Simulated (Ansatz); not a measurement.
HOS, SMILES `O[S+]` (lower triplet) (charge 1, multiplicity 3). This triplet lies 0.54 eV below the relaxed singlet at the level composite: frozen-core CCSD(T) with HF/cc-pV5Z and the correlation energy extrapolated as X^-3 from cc-pVQZ and cc-pV5Z, plus CCSDT(Q) minus CCSD(T) in cc-pVDZ // B3LYP-D3(BJ)/def2-TZVP (Ansatz, a first-principles code).

Method: frozen-core CCSDTQ/6-31g // B3LYP-D3(BJ)/def2-TZVP (Ansatz).

Ansatz 0.2 input:
```yaml
crystal:
  periodic: [false, false, false]
  atoms:
    - { symbol: O, position_ang: [-0.239558, 0.363161, 0.0] }
    - { symbol: S, position_ang: [1.230379, -0.087144, -0.000004] }
    - { symbol: H, position_ang: [-0.990821, -0.276016, 0.000004] }
basis:
  gaussian: { orbitals: "6-31g" }
correlation:
  method: ccsdtq
total_charge: 1
magnetization:
  spin_polarized: true
  initial_magnetization: 2
```

Output:

```
Functional definition: HF
451 factors; integrals over basis functions are off by at most 6.8e-8 eV
mean field evaluation 1: about -12853.3892 eV, gradient 3.3e1 eV
mean field evaluation 2: about -12853.4033 eV, gradient 3.3e1 eV
mean field evaluation 4: about -12857.3565 eV, gradient 1.8e0 eV
mean field evaluation 8: about -12857.4002 eV, gradient 6.5e-3 eV
mean field evaluation 16: about -12857.3417 eV, gradient 1.8e0 eV
mean field evaluation 32: about -12853.0274 eV, gradient 1.1e1 eV
mean field evaluation 64: about -12855.3022 eV, gradient 1.0e1 eV
mean field -12857.40016449 eV, -472.5007409861 hartree, gradient 2.9e-6 eV, S^2 2.012157; 2 other end points of the search recorded, 0 dependent functions left out
6 core orbitals not correlated
reference -12857.40016449 eV, -472.5007409861 hartree; 7, 5 occupied and 11, 13 virtual orbitals, 451 factors
second order -4.38596836 eV of doubles, -0.00000000 eV of singles
cycle   1  -4.30071957 eV  change    8.5e-2 eV  update   8.7e-2
cycle   2  -4.55843845 eV  change   -2.6e-1 eV  update   4.0e-2
cycle   3  -4.70401656 eV  change   -1.5e-1 eV  update   2.5e-2
cycle   4  -4.70078003 eV  change    3.2e-3 eV  update   8.2e-3
cycle   5  -4.69849500 eV  change    2.3e-3 eV  update   4.5e-3
cycle   6  -4.69967614 eV  change   -1.2e-3 eV  update   1.8e-3
cycle   7  -4.69907907 eV  change    6.0e-4 eV  update   7.3e-4
cycle   8  -4.69869366 eV  change    3.9e-4 eV  update   2.8e-4
cycle   9  -4.69884096 eV  change   -1.5e-4 eV  update   1.4e-4
cycle  10  -4.69890599 eV  change   -6.5e-5 eV  update   6.0e-5
cycle  11  -4.69886372 eV  change    4.2e-5 eV  update   3.1e-5
cycle  12  -4.69888115 eV  change   -1.7e-5 eV  update   1.3e-5
cycle  13  -4.69887015 eV  change    1.1e-5 eV  update   7.0e-6
cycle  14  -4.69886926 eV  change    8.9e-7 eV  update   2.8e-6
cycle  15  -4.69887194 eV  change   -2.7e-6 eV  update   1.4e-6
cycle  16  -4.69887241 eV  change   -4.6e-7 eV  update   7.6e-7
Total energy: -12862.09903689 eV, -472.6734213620 hartree
```
